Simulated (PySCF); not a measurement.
# [SbI2]+, singlet: computed properties

These are results of PySCF, PBE0, basis Sb def2-TZVP with ECP28, I def2-TZVP with ECP28 (scalar-relativistic core potentials, no spin–orbit coupling, density fitting), not measurements.

The structure is a minimum.

```
Point group                                                                   : C2v
Bond lengths                                                                  : Sb–I 2.615 Å (×2)
Bond angles                                                                   : I–Sb–I 102.9°
Enthalpy at 298.15 K above 0 K                                                : 14.66 kJ/mol
Dipole moment about the centre of mass                                        : 1.90 D
Highest occupied level                                                        : -12.69 eV
Rotational symmetry number                                                    : 2
Rotational constants                                                          : 0.07748, 0.01589, 0.01319 cm⁻¹
Entropy at 298.15 K and 1 bar                                                 : 339.3 J/(mol K)
Heat capacity Cp at 298.15 K                                                  : 56.5 J/(mol K)
Principal polarisabilities                                                    : 58.6, 87.6, 151.2 bohr³
Lowest empty level                                                            : -9.45 eV
Principal quadrupole moments (Buckingham, traceless) about the centre of mass : -9.50, -1.08, 10.59 D Å
Zero-point energy                                                             : 3.2 kJ/mol
```

Harmonic modes (masses in u: Sb 120.904, I 126.904):
```csv
symmetry,ω (cm⁻¹),IR (km/mol)
a1,71,0.4
a1,231,6.8
b2,238,35.8
```

In C2v the vibrations span 2a1 + b2. Here b1 is antisymmetric to the molecular plane and b2 lies in it.

Charges (e):
| atom | Mulliken | Löwdin | polar tensor | Mayer order to Sb1 |
| --- | --- | --- | --- | --- |
| Sb1 | 0.74 | 0.36 | 1.19 | – |
| I2,3 | 0.13 | 0.32 | -0.09 | 1.51 |

Mulliken populations on Sb1 (electrons outside its core potential): s 3.88, p 8.12, d 10.22, f 0.04.

Counting electrons, antimony keeps 2 of its valence electrons outside its bonds, so the VSEPR class is AX2E1 and the expected shape is bent (C2v), as computed.

Only a few start shapes were tried, so a lower isomer may exist.

The final relaxation and frequency run took roughly 3 core-minutes on a shared host.
